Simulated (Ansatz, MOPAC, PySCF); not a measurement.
Pair of molecules: NH3 (SMILES N) (first 4 atoms) with C3H8 (SMILES CCC); geometry from B3LYP-D3(BJ)/def2-TZVP, rigid monomers moved along the line of their centres of mass till H2···H11 is 2.68 Å.
(charge 0, multiplicity 1):
```xyz
15

N      0.296     0.129     0.484
H      0.134     0.824     1.204
H      0.965     0.520    -0.170
H     -0.577     0.003    -0.015
C      1.232     0.044     4.451
C     -0.251     0.406     4.483
C     -1.151    -0.775     4.127
H      1.861     0.902     4.698
H      1.453    -0.748     5.171
H      1.521    -0.318     3.462
H     -0.441     1.232     3.789
H     -0.516     0.786     5.474
H     -2.207    -0.495     4.143
H     -0.913    -1.156     3.132
H     -1.014    -1.595     4.836
```

Interaction energies are E(AB) − E(A) − E(B) at the monomers' geometry in the complex; basis-set methods are counterpoise corrected.

The state that AM1 reach isn't checked.

Run with Ansatz (an electronic-structure program); MOPAC for AM1 (differences of heats of formation); PySCF for the dispersion terms. Each number belongs to the level named beside it.

### Question
One of these levels gives -0.03 kcal/mol for the interaction energy. Which?
A. PBE0/def2-TZVPPD
B. PBE-D4/def2-TZVPPD
C. AM1

### Answer
C, AM1. The others give -1.29 (PBE-D4/def2-TZVPPD), -0.49 (PBE0/def2-TZVPPD)
